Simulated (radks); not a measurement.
Ionisation of neutral potassium, [Ar] 4s1, to [Ar] as the strength of local exchange is varied. Method: non-relativistic Kohn-Sham, Slater X-alpha exchange (alpha = 2/3 is LDA exchange), no correlation, spin-polarised, spherical densities, point nucleus; open shells are filled with parallel spins first; computed with a radial shooting solver on a logarithmic mesh with Libxc functionals.

alpha  E(K) (hartree)  exchange (hartree)  IE (eV)  -e of the level emptied (eV)  <r> of it (bohr)
0.577      -592.67114           -25.92371    3.696                    1.847 (4s)             5.281
0.667      -596.72653           -30.14265    4.043                    2.191 (4s)             5.053
0.817      -603.53806           -37.27873    4.654                    2.815 (4s)             4.726
0.964      -610.27694           -44.39850    5.294                    3.486 (4s)             4.453
1.006      -612.21388           -46.45566    5.484                    3.688 (4s)             4.382
1.007      -612.26006           -46.50476    5.488                    3.693 (4s)             4.381

NIST Atomic Spectra Database: 4.341 eV (measured). The Delta-SCF value meets it near alpha = 0.74.
